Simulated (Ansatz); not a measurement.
C3H3FO2Zn (`[F][Zn-]1[O]C=CC=[O+]1`). Charge 0, multiplicity 1. The geometry is a stationary point of PBE0-D4/def2-TZVP.

```xyz
10

F    -1.699    3.290   -0.451
Zn   -0.893    1.730   -0.237
O    -0.409    0.743    1.353
C     0.173   -0.377    1.291
C     0.554   -1.073    0.147
C     0.344   -0.624   -1.153
O    -0.209    0.453   -1.517
H     0.398   -0.843    2.259
H     1.047   -2.027    0.278
H     0.693   -1.270   -1.969
```

Question: What is the dipole moment at B3LYP/def2-TZVPP? (Best estimate.)

Answer: The calculation gave: 5.44 D, with components (2.48, -4.80, 0.66) D in this frame, pointing from negative to positive charge.

Question: And with PBE, r2SCAN, ωB97M-V? (Best estimate.)

Answer: The calculation gave: PBE 5.09 D, r2SCAN 5.28 D, ωB97M-V 5.44 D.

Question: Give the Mulliken charges with B3LYP, PBE, ωB97M-V in def2-TZVPP. (Estimate.)

Answer: Ansatz gave: 
```csv
atom,B3LYP,PBE,ωB97M-V
F1,-0.52,-0.47,-0.52
Zn2,0.77,0.64,0.79
O3,-0.40,-0.33,-0.43
C4,0.24,0.21,0.27
C5,-0.24,-0.22,-0.27
C6,0.24,0.21,0.27
O7,-0.40,-0.33,-0.43
H8,0.11,0.09,0.11
H9,0.12,0.11,0.11
H10,0.11,0.09,0.11
```

B3LYP here is the variant with VWN-RPA as its local correlation; programs differ in this.
